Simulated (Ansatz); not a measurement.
Geometry optimisation, RKS PBE/def2-SVP in Ansatz.

input.yaml

```yaml
crystal:
  periodic: [false, false, false]
  atoms:
    - { symbol: Ta, position_ang: [0.0, 0.0, 0.0] }
    - { symbol: Cl, position_ang: [2.47, 0.0, 0.0] }
    - { symbol: F, position_ang: [0.0, 0.0, 1.93] }
    - { symbol: F, position_ang: [0.0, 0.0, -1.93] }
    - { symbol: Cl, position_ang: [-1.235, 2.139, 0.0] }
    - { symbol: Cl, position_ang: [-1.235, -2.139, 0.0] }
basis:
  gaussian: { orbitals: def2-SVP }
hamiltonian:
  xc: pbe
relax:
  f_tol: 0.02
  max_steps: 40
```

Command:

```bash
$ ansatz run input.yaml --threads 2 --pin off --max-ram 3072MiB --backend cpu --events-out ev --progress --plain --runs-dir out
```

Question: Where does it end, and by what steps?

Answer: The forces met the threshold. The force dipped under the threshold on the way, but the program's further checks kept it going. After 5 steps the energy has fallen by 0.691 eV; Cl2 moved furthest, 0.17 Å.

```
step  energy less start (eV)  largest force component (eV/Å)  accepted
   0                  0.0000                           2.267       yes
   1                 -0.6693                           0.509       yes
   2                 -0.6906                           0.020       yes
   3                 -0.6907                           0.004       yes
   4                 -0.6901                           0.077        no
   5                 -0.6907                           0.004       yes
```

```xyz
6
Properties=species:S:1:pos:R:3
Ta 0.000 0.000 0.000
Cl 2.300 0.000 0.000
F 0.000 0.000 1.898
F 0.000 0.000 -1.898
Cl -1.150 1.992 0.000
Cl -1.150 -1.992 0.000
```

Time of the run: 18 s on 2 threads of Arm Neoverse V1 (shared host), peak memory 0.17 GiB.
